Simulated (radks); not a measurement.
Results of a calculation; reference values are marked as such.
Q: Species: Cs2+. Configuration: [Kr] 4d10 5s2 5p5 (the NIST ground configuration). Code: a radial shooting solver on a logarithmic mesh with Libxc functionals. Model: Dirac Kohn-Sham, LDA (Slater exchange, Perdew-Zunger correlation), spin-unpolarised, spherical densities, finite nucleus; open shells fill j = l - 1/2 first; Fermi nuclear charge, rms radius 4.8041 fm. Some entries of the table are withheld. Estimate them.

orbital,occ.,eigenvalue (eV),<r^2> (bohr^2)
1s1/2,2,-35747.23,0.0009266
2s1/2,2,-5620.856,(1)
2p1/2,2,-5291.791,0.01089
2p3/2,4,-4939.989,0.01217
3s1/2,2,-1181.602,0.1024
3p1/2,2,-1043.807,0.09707
3p3/2,4,-976.4193,0.1049
3d3/2,4,(2),0.08721
3d5/2,6,(3),0.08947
4s1/2,2,(4),0.5456
4p1/2,2,-186.9227,(5)
4p3/2,4,-173.0466,(6)
4d3/2,4,(7),0.8028
4d5/2,6,(8),0.8231
5s1/2,2,(9),3.257
5p1/2,2,-30.1760,4.218
5p3/2,3,-28.3195,4.574

A: 
(1) 2s1/2 <r^2> (bohr^2): 0.01480
(2) 3d3/2 eigenvalue (eV): -733.2555
(3) 3d5/2 eigenvalue (eV): -718.9315
(4) 4s1/2 eigenvalue (eV): -236.4100
(5) 4p1/2 <r^2> (bohr^2): 0.5914
(6) 4p3/2 <r^2> (bohr^2): 0.6379
(7) 4d3/2 eigenvalue (eV): -92.4151
(8) 4d5/2 eigenvalue (eV): -90.1122
(9) 5s1/2 eigenvalue (eV): -42.7748
